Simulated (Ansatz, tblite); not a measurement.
Cost and result up the ladder for the cluster Se2S⁺ (the lowest doublet isomer of a short search) (3 atoms). The state is a doublet with charge 1. Geometry: PBE0-D4/def2-TZVP.

| atom | x (Å) | y (Å) | z (Å) |
| --- | --- | --- | --- |
| S1 | -0.007 | -1.250 | 0.232 |
| Se2 | 0.640 | 0.373 | -1.019 |
| Se3 | -0.633 | 0.877 | 0.787 |

Ansatz on 4 threads of Arm Neoverse V1 on a shared host; xTB runs through tblite on one thread. Times are rough, summed over both states, and most runs start from the orbitals of an earlier one. CCSD(T)/def2-TZVPP serves as the yardstick here, not as an exact answer. Differences are given only for rows in sets of like size (and for xTB, whose basis is part of the method), since another set adds its own error. The other state is a quartet at its own geometry, which has other bonds, so the gap mixes isomer and spin.

The xTB rows come from tblite. LC-ωPBE has ω = 0.4 bohr⁻¹. Correlated methods freeze 23 core orbitals; core or outer-core shells of Se are correlated, in sets that lack core-valence functions. The structure comes from a short search, and lower isomers may exist.

Correlated methods converge slowly with the basis.

xTB has no spin-polarisation term.

```json
{"level": "GFN2-xTB", "functions": "27", "wall time": "0.007 s"}
{"level": "GFN1-xTB", "functions": "27", "wall time": "0.008 s"}
{"level": "HF/STO-3G", "functions": "45", "wall time": "0.7 s"}
{"level": "PBE-D4/def2-TZVP", "functions": "133", "wall time": "3.7 s"}
{"level": "HF/def2-TZVP", "functions": "133", "wall time": "4.7 s"}
{"level": "MP2/def2-TZVP", "functions": "133", "wall time": "5.4 s"}
{"level": "RPA@PBE/def2-TZVP", "functions": "133", "wall time": "5.8 s"}
{"level": "PBE0-D4/def2-TZVP (with forces)", "functions": "133", "wall time": "7.8 s"}
{"level": "B2PLYP/def2-TZVP", "functions": "133", "wall time": "10 s"}
{"level": "r2SCAN-D4/def2-TZVP", "functions": "133", "wall time": "11 s"}
{"level": "LC-ωPBE/def2-TZVP", "functions": "133", "wall time": "12 s"}
{"level": "ωB97X-V/def2-TZVP", "functions": "133", "wall time": "22 s"}
{"level": "ωB97M-V/def2-TZVP", "functions": "133", "wall time": "25 s"}
{"level": "CCSD(T)/def2-TZVPP", "functions": "138", "wall time": "54 s"}
```

(1) Estimate what each level gives for the quartet − doublet (eV).

Results:

(1) 
```
                          level  quartet − doublet (eV)  difference from CCSD(T)/def2-TZVPP (eV)
                       GFN2-xTB                    1.37                                     0.55
                       GFN1-xTB                    2.15                                     1.33
                      HF/STO-3G                   -0.37                                        –
               PBE-D4/def2-TZVP                    0.83                                     0.01
                   HF/def2-TZVP                    0.02                                    -0.80
                  MP2/def2-TZVP                    0.96                                     0.14
              RPA@PBE/def2-TZVP                    0.86                                     0.04
PBE0-D4/def2-TZVP (with forces)                    0.76                                    -0.06
               B2PLYP/def2-TZVP                    0.77                                    -0.05
            r2SCAN-D4/def2-TZVP                    0.69                                    -0.13
              LC-ωPBE/def2-TZVP                    0.80                                    -0.03
              ωB97X-V/def2-TZVP                    0.87                                     0.05
              ωB97M-V/def2-TZVP                    0.90                                     0.08
             CCSD(T)/def2-TZVPP                    0.82                                     0.00
```
